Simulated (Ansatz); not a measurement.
**Abstraction of F: C3H4AlF + BCl2 → C3H4Al + BCl2F**

Species: C3H4AlF `C#[C][Al]([CH3])[F]`, singlet; BCl2 `Cl[B]Cl`, doublet; C3H4Al `C#[C][Al][CH3]`, doublet; BCl2F `FB(Cl)Cl`, singlet. A radical takes F: the energy is the difference in strength between the Al–F bond broken and the B–F bond made.

Shapes, held fixed at every level: PBE0-D4/def2-TZVP. Programs: Ansatz 0.2.0. Electronic energies: no zero-point or thermal term.

(1) Estimate ΔE of this reaction.

Results:

(1) The highest level, CCSD(T)/CBS estimate, gives ΔE = -17.6 kJ/mol; the levels span -50.9 to -17.6. The column of differences is taken from that level and isn't an error. No measured value is set beside it here. Open shells run unrestricted. The CBS estimate extrapolates MP2 from def2-TZVPP and def2-QZVPP and adds CCSD(T) − MP2 in the triple-zeta set, cores frozen. CCSD(T)/CBS estimate lies outside the range of all other levels here, so it shouldn't be taken on trust.

| level | kind | ΔE (kJ/mol) | less CCSD(T)/CBS estimate |
| --- | --- | --- | --- |
| MP2/def2-SVP | perturbation theory | -40.2 | -22.6 |
| MP2/def2-TZVPP | perturbation theory | -24.7 | -7.1 |
| SPW92/def2-TZVPP | LDA | -50.9 | -33.3 |
| r2SCAN-D4/def2-TZVPP | meta-GGA | -23.1 | -5.5 |
| PBE0-D4/def2-TZVPP | global hybrid | -34.4 | -16.8 |
| B2PLYP/def2-TZVPP | double hybrid | -22.2 | -4.6 |
| CCSD/def2-SVP | coupled cluster or CI | -37.9 | -20.3 |
| CCSD(T)/CBS estimate | coupled cluster or CI | -17.6 | 0.0 |
